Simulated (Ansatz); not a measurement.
Consider the hydrogen abstraction from the Al–H bond: `[CH3][AlH][O][SiH3]` + Cl• → `[CH3][Al][O][SiH3]`• + HCl.

Computed with Ansatz on PBE0-D4/def2-TZVP structures; ΔE is electronic, products minus reactants. CBS: MP2 limit from def2 TZ/QZ plus the TZ coupled-cluster correction, frozen cores. This one scheme is used for every species, atoms too. Functionals use def2-TZVPP. B3LYP here is the variant with VWN-RPA as its local correlation; programs differ in this. No spin–orbit coupling; open shells (•) take unrestricted orbitals. Spin–orbit coupling would lower the free atoms: a little for Cl. Each species was taken in one conformer, which may not be the lowest.

`[CH3][AlH][O][SiH3]`:

Cartesian coordinates in Å:
```
C -1.544 -0.957 1.256
Al -0.091 -1.235 -0.002
O 0.746 0.093 -0.623
Si 1.353 1.527 -1.072
H -1.974 0.045 1.180
H -1.186 -1.080 2.284
H -2.346 -1.688 1.115
H 0.396 -2.659 -0.490
H 2.676 1.746 -0.429
H 0.444 2.636 -0.671
H 1.525 1.572 -2.549
```

`[CH3][Al][O][SiH3]`•:

Z-matrix (Å, degrees):
```
C
Al 1 1.967
H 1 1.095 2 108.9
H 1 1.095 2 109.0 3 117.4
H 1 1.091 2 113.2 3 -121.2
O 2 1.696 1 116.4 3 -59.8
Si 6 1.625 2 163.5 1 178.7
H 7 1.488 6 110.0 2 116.1
H 7 1.489 6 111.1 2 -4.1
H 7 1.487 6 110.0 2 -124.2
```

HCl:

Z-matrix (Å, degrees):
```
Cl
H 1 1.279
```

```tsv
level	ΔE (kcal/mol)
BHLYP-D4	-14.7
ωB97X-V	-17.1
ωB97M-V	-17.5
revPBE	-23.3
B3LYP	-18.2
CAM-B3LYP	-17.1
LC-ωPBE	-18.6
MP2/def2-QZVPP	-21.6
```

Question: What does CCSD(T)/CBS give? (Estimate.)

Answer: The calculation gave: -18.5 kcal/mol. The listed levels differ from it by 3.8, 1.4, 1.0, -4.8, 0.3, 1.4, -0.1, -3.1 kcal/mol.

Question: What do rigid-rotor, harmonic-oscillator terms from PBE0-D4/def2-TZVP frequencies (298.15 K, 1 bar) make of the CCSD(T)/CBS value? (Estimate.)

Answer: The calculation gave: ΔZPE = -0.3 kcal/mol, ΔH = -18.5 kcal/mol, ΔS = 11 J/(mol·K), ΔG = -19.3 kcal/mol. Open shells count their whole term as degenerate. Modes under 50 cm⁻¹ make the entropy rough.

Largest T1 diagnostic among the species: 0.014.

From BLYP to BHLYP (50 % exact exchange), in def2-TZVPP and without D4, ΔE moves by +5.6 kcal/mol. At CCSD(T), def2-SVP lies +5.5 kcal/mol from the extrapolated value and def2-TZVPP +1.3 kcal/mol.

CCSD(T)/CBS has its own doubt, a few kJ/mol and more with outer-core shells, so smaller differences from it don't rank the levels.
